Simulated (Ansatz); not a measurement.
Mg5S4. Total charge 0; singlet. Geometry B3LYP-D4/def2-SVP; atoms count from 1.

```xyz
9

Mg   -1.478    0.432    1.729
Mg    2.641   -0.065   -2.257
Mg    1.397    1.174    0.219
Mg   -3.958   -1.141    1.740
Mg    0.015   -1.005   -1.124
S     0.679    1.168   -2.259
S    -1.929   -1.338    0.129
S     2.388   -1.162   -0.231
S     0.246    1.936    2.054
```

The restricted singlet is unstable towards broken spin symmetry at other levels; at PBE0-D4/def2-TZVP this wasn't settled. Another isomer (singlet) lies 2.27 eV lower at PBE0-D4/def2-TZVP; other spin states weren't run for this one.

Question: Estimate the Mulliken populations from the PBE0/def2-TZVP orbitals of Ansatz.

Answer: 
```tsv
atom	charge (e)
Mg1	0.59
Mg2	0.64
Mg3	0.78
Mg4	0.12
Mg5	0.69
S6	-0.66
S7	-0.78
S8	-0.66
S9	-0.72
```
Mulliken values depend strongly on the basis.

Question: And the Mayer bond orders between heavy atoms (over 0.3)?

Answer: Mg1–Mg4 0.46 (2.94 Å); Mg1–S7 0.57 (2.43 Å); Mg1–S9 0.99 (2.31 Å); Mg2–S6 0.98 (2.32 Å); Mg2–S8 0.97 (2.32 Å); Mg3–S6 0.44 (2.58 Å); Mg3–S8 0.44 (2.58 Å); Mg3–S9 1.01 (2.30 Å); Mg4–S7 0.44 (2.60 Å); Mg5–S6 0.52 (2.54 Å); Mg5–S7 0.88 (2.34 Å); Mg5–S8 0.52 (2.54 Å).
